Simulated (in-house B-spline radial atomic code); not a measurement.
# The gadolinium ion Gd⁶⁺: [Kr] (4d3/2)4 (4d5/2)5 4f6 5s2 5p5 (with a hole in an inner shell)

All numbers are computed (Dirac-Hartree-Fock, average of the jj configuration; Fermi nucleus of rms radius 5.1569 fm) with a radial B-spline atomic code at the basis-set limit, not measured.

Effective charges: Z_r = [3n² - l(l+1)]/(2<r>) from the radius, Z_e = n√(-2ε) from the energy, and Slater's rules. Values are occupation-weighted means over j. An effective charge above Z reflects the relativistic contraction of the inner shells.

| shell | electrons | ε (eV) | <r> (bohr) | Z_r | Z_e | Slater |
| --- | --- | --- | --- | --- | --- | --- |
| 1s | 2 | -50639 | 0.0219 | 68.48 | 61.01 | 63.70 |
| 2s | 2 | -8560.3 | 0.09266 | 64.75 | 50.17 | 59.85 |
| 2p | 6 | -7647.9 | 0.08208 | 60.92 | 47.42 | 59.85 |
| 3s | 2 | -2022.6 | 0.243 | 55.55 | 36.58 | 52.75 |
| 3p | 6 | -1731.3 | 0.2416 | 51.74 | 33.84 | 52.75 |
| 3d | 10 | -1333.5 | 0.2209 | 47.53 | 29.70 | 42.85 |
| 4s | 2 | -502.67 | 0.5497 | 43.66 | 24.31 | 36.25 |
| 4p | 6 | -402.23 | 0.5802 | 39.64 | 21.75 | 36.25 |
| 4d | 9 | -259.18 | 0.6264 | 33.53 | 17.46 | 25.20 |
| 5s | 2 | -136.12 | 1.257 | 29.83 | 15.81 | 14.35 |
| 4f | 6 | -107 | 0.7378 | 24.40 | 11.22 | 17.25 |
| 5p | 5 | -106.53 | 1.394 | 26.18 | 13.99 | 14.35 |

The least bound orbital is 5p3/2 at -104.5 eV, and it is also the most diffuse (<r> = 1.415 bohr). The part-filled 4d shell lies below the filled 5s shell in orbital energy.

For the 1s electron the small component carries 5.69 % of the norm, the zero-frequency Breit interaction raises the level by 150.9 eV, self-energy by 90.3 eV, and vacuum polarisation lowers it by 14.72 eV.
